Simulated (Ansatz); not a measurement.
System: chloro-tris(methylsulfanyl)silane, C$_{3}$H$_{9}$ClS$_{3}$Si, charge 0, multiplicity 1. 
Geometry from a B3LYP-D3(BJ)/def2-TZVP (Ansatz, a quantum-chemistry and plane-wave program) optimisation:
```
Si
Cl 1 2.0878
S 1 2.1173 2 109.60
C 3 1.8343 1 101.16 2 -49.11
H 4 1.0868 3 110.41 1 63.55
H 4 1.0871 5 110.27 3 122.56
H 4 1.0879 5 109.72 6 120.72
S 1 2.1173 2 109.60 5 142.32
C 8 1.8343 1 101.16 2 -49.11
H 9 1.0868 8 110.41 1 63.55
H 9 1.0871 10 110.27 8 122.56
H 9 1.0879 10 109.72 11 120.72
S 1 2.1173 2 109.60 5 -97.68
C 13 1.8343 1 101.16 2 -49.11
H 14 1.0868 13 110.41 1 63.55
H 14 1.0871 15 110.27 13 122.56
H 14 1.0879 15 109.72 16 120.72
```

Quantity: vertical ionisation energy (to the doublet state of charge +1; each state is the SCF solution reached for its spin; the molecule has degenerate orbitals, so one determinant may break the symmetry), in eV. Correlated levels leave the core frozen unless marked. Open shells are spin-unrestricted. No spin-orbit coupling. Non-relativistic. 

```csv
level,program,vertical ionisation energy (eV)
SVWN5/def2-TZVPD,Ansatz,8.46
PBE/def2-TZVPD,Ansatz,8.32
PBE0/def2-TZVPD,Ansatz,8.78
wB97M-V/def2-TZVPD,Ansatz,9.19
RI-MP2/aug-cc-pV(T+d)Z,Ansatz,9.35
CCSD(T)/aug-cc-pV(D+d)Z,Ansatz,9.05
```
